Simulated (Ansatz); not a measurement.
Basis-set extrapolation for C$_{3}$H$_{12}$BN$_{3}$, SMILES `CNB(NC)NC` (PBE0-D4/def2-TZVP geometry, frozen core, Ansatz 0.2.0). Multiplicity 1, RHF reference.

|  | def2-TZVPP | def2-QZVPP |
| --- | --- | --- |
| HF | -308.845500 | -308.860761 |
| MP2 correlation | -1.261703 | -1.346233 |
| CCSD(T) correlation | -1.373295 | not run |

Energies in hartree. Use E(X) = E(∞) + A·exp(−7.88·√X) for Hartree–Fock and E(X) = E(∞) + B·X^(−2.97) for correlation, with X = 3 and 4, and add CCSD(T) minus MP2 of the smaller set to the MP2 limit.

Problem. What is the CCSD(T) energy at the basis-set limit?

Solution. HF limit: -308.860761 + (-0.015261) × 0.13774 = -308.86286. MP2 limit: -1.346233 + (-0.084530) × 0.74074 = -1.40885. Higher-order term: -1.373295 − (-1.261703) = -0.11159. Total: -310.38330 hartree, 103.2 kcal/mol below CCSD(T)/def2-TZVPP.
